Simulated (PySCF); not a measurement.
## How methods differ on the ionisation energy of I

I [Kr] 4d10 5s2 5p5 (2P) → I⁺ [Kr] 4d10 5s2 5p4 (3P), as a difference of total energies. All numbers are calculated (PySCF 2.14, a scalar-relativistic core potential, in aug-cc-pVTZ-PP with one added diffuse shell each of d, f type with ECP28MDF (6s5p5d3f, 67 functions)). Correlated levels: valence: 4s2 4p6 4d10 frozen. The calculations carry no spin-orbit coupling.

```tsv
method	ionisation energy (eV)	error (eV)
UHF	9.546	-0.973
LDA	10.784	+0.265
PBE	10.498	-0.021
PBE0	10.525	+0.006
r2SCAN	10.531	+0.012
TPSS	10.521	+0.002
PW91	10.566	+0.047
B97-3	10.465	-0.054
BP86	10.654	+0.135
MP2 (valence)	10.288	-0.231
SCS-MP2 (valence)	10.289	-0.230
```

Reference: 10.519 eV (measured; NIST levels, between the centres of gravity of the two terms).

Errors of the correlated levels include the incompleteness of this basis and the frozen core.
